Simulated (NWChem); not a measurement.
Species: H2PO3, doublet; SMILES O=[P](O)O

```xyz
6

O      0.7606    -1.3576     0.2825
P      0.1201    -0.1579    -0.3201
O     -1.4175     0.1700     0.1530
O      0.7996     1.2604     0.0802
H     -1.9562    -0.6322     0.1942
H      0.1523     1.9796     0.0816
```
Atoms are numbered in this order, from 1.

Computed with NWChem. Pople sets run with spherical d functions. Spin-unrestricted. All runs use the structure optimised with PBE0/def2-SVP, spin-unrestricted. No stability test was run on the SCF state. Level: M06-2X/6-31G* with SMD (1 M gas to 1 M solution), gas-phase geometry. Reactions with the solvent are ignored.

```
solvent          dielectric constant  solvation free energy (kcal/mol)  cavity-dispersion-structure term (kcal/mol)  dipole in solution (D)
---------------  -------------------  --------------------------------  -------------------------------------------  ----------------------
water                           78.4                             -13.4                                          4.4                    5.05
n-hexane                        1.88                              -4.5                                         -1.1                    4.05
ethylene glycol                 40.2                             -12.0                                          5.5                    5.03
2-propanol                      19.3                             -13.6                                          1.6                    4.86
benzene                         2.27                              -5.6                                         -1.6                    4.11
1,4-dioxane                     2.21                              -6.1                                         -2.1                    4.10
```
